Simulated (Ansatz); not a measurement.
The inner images of a band of BCl2H2N + FH (8 atoms, charge 0, multiplicity 1) are given out of order.

All numbers below come from RKS PBE/def2-SVP (Ansatz 0.2.0).

First end point:

```xyz
8
Properties=species:S:1:pos:R:3
B 0.016 -0.269 0.192
N -0.015 -0.116 1.606
H -0.827 -0.428 2.143
H 0.855 -0.090 2.143
Cl 1.544 -0.077 -0.668
Cl -1.467 -0.681 -0.668
F -0.538 2.491 0.872
H -0.372 1.666 1.312
```

Last end point:

```xyz
8
Properties=species:S:1:pos:R:3
B -0.056 0.524 0.091
N -0.141 0.209 1.712
H -0.243 -0.805 1.868
H 0.720 0.527 2.185
Cl 1.471 -0.360 -0.459
Cl -1.628 -0.173 -0.585
F 0.030 1.888 -0.006
H -0.956 0.686 2.128
```

Task: Put them in order from the first end to the last, with their energies above the first end.
A.
```xyz
8
Properties=species:S:1:pos:R:3
B -0.090 0.495 0.085
N -0.120 0.232 1.725
H -0.623 -0.644 1.931
H 0.844 0.165 2.086
Cl 1.535 -0.196 -0.466
Cl -1.561 -0.422 -0.561
F -0.182 1.855 -0.060
H -0.607 1.011 2.194
```
B.
```xyz
8
Properties=species:S:1:pos:R:3
B -0.068 0.512 0.088
N -0.136 0.218 1.717
H -0.446 -0.750 1.887
H 0.797 0.347 2.139
Cl 1.515 -0.275 -0.450
Cl -1.588 -0.296 -0.585
F -0.071 1.878 -0.029
H -0.807 0.860 2.168
```
C.
```xyz
8
Properties=species:S:1:pos:R:3
B -0.015 -0.118 0.236
N -0.022 -0.078 1.672
H -0.811 -0.489 2.176
H 0.867 -0.146 2.173
Cl 1.520 0.058 -0.618
Cl -1.501 -0.546 -0.615
F -0.482 2.227 0.600
H -0.358 1.588 1.309
```
D.
```xyz
8
Properties=species:S:1:pos:R:3
B -0.066 0.132 0.225
N -0.055 0.071 1.732
H -0.802 -0.482 2.162
H 0.854 -0.140 2.158
Cl 1.521 0.067 -0.592
Cl -1.510 -0.529 -0.591
F -0.418 1.930 0.444
H -0.328 1.446 1.396
```
E.
```xyz
8
Properties=species:S:1:pos:R:3
B -0.098 0.306 0.159
N -0.074 0.156 1.744
H -0.818 -0.430 2.152
H 0.839 -0.099 2.151
Cl 1.532 0.034 -0.581
Cl -1.513 -0.545 -0.586
F -0.385 1.816 0.283
H -0.287 1.257 1.611
```
F.
```xyz
8
Properties=species:S:1:pos:R:3
B -0.111 0.478 0.083
N -0.104 0.240 1.731
H -0.771 -0.504 1.985
H 0.843 -0.020 2.045
Cl 1.550 -0.101 -0.489
Cl -1.523 -0.542 -0.539
F -0.301 1.828 -0.074
H -0.386 1.118 2.192
```
G.
```xyz
8
Properties=species:S:1:pos:R:3
B -0.115 0.412 0.097
N -0.083 0.191 1.734
H -0.833 -0.406 2.111
H 0.831 -0.090 2.116
Cl 1.545 -0.019 -0.559
Cl -1.514 -0.570 -0.573
F -0.362 1.789 0.079
H -0.272 1.189 1.929
```

Result: C (+2.1 kcal/mol), D (+7.7 kcal/mol), E (-6.7 kcal/mol), G (-22.6 kcal/mol), F (-25.9 kcal/mol), A (-26.2 kcal/mol), B (-26.5 kcal/mol).

Time of the run: 2.3 min on 2 threads of Arm Neoverse V1, on a shared host, peak memory 0.13 GiB.
